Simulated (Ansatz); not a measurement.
Reaction (formal exchange of groups at the Si–C bond): `C=C(S)[SiH2][SiH3]` + Cl₂ → `[SiH3][SiH2]Cl` + `C=C(S)Cl`

Computed with Ansatz on PBE0-D4/def2-TZVP structures; ΔE is electronic, products minus reactants. CCSD(T)/CBS is the MP2 limit (def2-TZVPP, def2-QZVPP) plus CCSD(T) − MP2 in def2-TZVPP, frozen cores. This one scheme is used for every species. Functionals use def2-TZVPP. B3LYP here is the variant with VWN-RPA as its local correlation; programs differ in this. Each species was taken in one conformer, which may not be the lowest.

**Question.** Is it downhill or uphill in electronic energy at CCSD(T)/CBS, and by how much? (An estimate is asked.)

**Answer.** The calculation gave: Downhill: ΔE = -198.1 kJ/mol.

**Question.** What do these levels give: r2SCAN-D4, PBE0-D4, B3LYP-D4, ωB97X-V, B2PLYP, PBE, PBE0, CCSD/def2-TZVPP, CCSD(T)/def2-TZVPP, HF/def2-QZVPP, MP2/def2-QZVPP, SCS-MP2/def2-QZVPP? (Estimate.)

**Answer.** Ansatz gave: r2SCAN-D4 -204.1, PBE0-D4 -197.5, B3LYP-D4 -191.2, ωB97X-V -202.5, B2PLYP -202.5, PBE -192.1, PBE0 -201.3, CCSD/def2-TZVPP -202.5, CCSD(T)/def2-TZVPP -199.9, HF/def2-QZVPP -216.5, MP2/def2-QZVPP -211.2, SCS-MP2/def2-QZVPP -206.2 kJ/mol.

Largest T1 diagnostic among the species: 0.013.

From PBE to PBE0 (25 % exact exchange), in def2-TZVPP and without D4, ΔE moves by −9.2 kJ/mol. The D4 term adds +6.1 kJ/mol with B3LYP and +3.9 kJ/mol with PBE0; it sums over pairs of atoms, weighted by their polarisabilities, and B3LYP, whose exchange is more repulsive, gets the larger term. In def2-TZVPP, CCSD(T) changes the Hartree–Fock value by +18.6 kJ/mol (the triples alone add +2.6 kJ/mol) and MP2 by +5.6 kJ/mol.
